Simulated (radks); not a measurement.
Effect of the nuclear size on the thallium ion Tl2+, [Xe] 4f14 5d10 6s1. All-electron calculation, Dirac Kohn-Sham, LDA (Slater exchange, Perdew-Wang correlation), spin-unpolarised, spherical densities, finite nucleus; Fermi nuclear charge, rms radius 5.4759 fm. Program: a radial shooting solver on a logarithmic mesh with Libxc functionals. The rms radius is varied about that value; shifts are against it.

| rms radius (fm) | total energy shift (eV) | density at nucleus (e/bohr^3) | 1s1/2 shift (meV) | 2s1/2 shift (meV) | 5s1/2 shift (meV) | 5p1/2 shift (meV) | 6s1/2 shift (meV) | 6p1/2 (empty) shift (meV) | 7s1/2 (empty) shift (meV) |
|---|---|---|---|---|---|---|---|---|---|
| 4.8243 | -26.5 | 2.65e+06 | -10600 | -1590 | -19.1 | -0.050 | -2.31 | 0.155 | -0.394 |
| 5.005 | -19.3 | 2.61e+06 | -7710 | -1160 | -13.9 | -0.037 | -1.68 | 0.113 | -0.288 |
| 5.4759 | 0 | 2.512e+06 | 0.000 | 0.000 | 0.000 | 0.000 | 0.000 | 0.000 | 0.000 |
| 5.7606 | 12.2 | 2.459e+06 | 4860 | 731 | 8.77 | 0.024 | 1.06 | -0.071 | 0.181 |
| 6.4616 | 43.6 | 2.342e+06 | 17400 | 2620 | 31.4 | 0.090 | 3.80 | -0.254 | 0.650 |

Slopes of the eigenvalues against <r^2> in GHz/fm^2, as finite differences over the two radii next to the reference (eigenvalue slopes, not the field-shift constants of lines): 1s1/2 374000, 2s1/2 56200, 5s1/2 675, 5p1/2 1.80, 6s1/2 81.6, 6p1/2 (empty) -5.47, 7s1/2 (empty) 14.0.
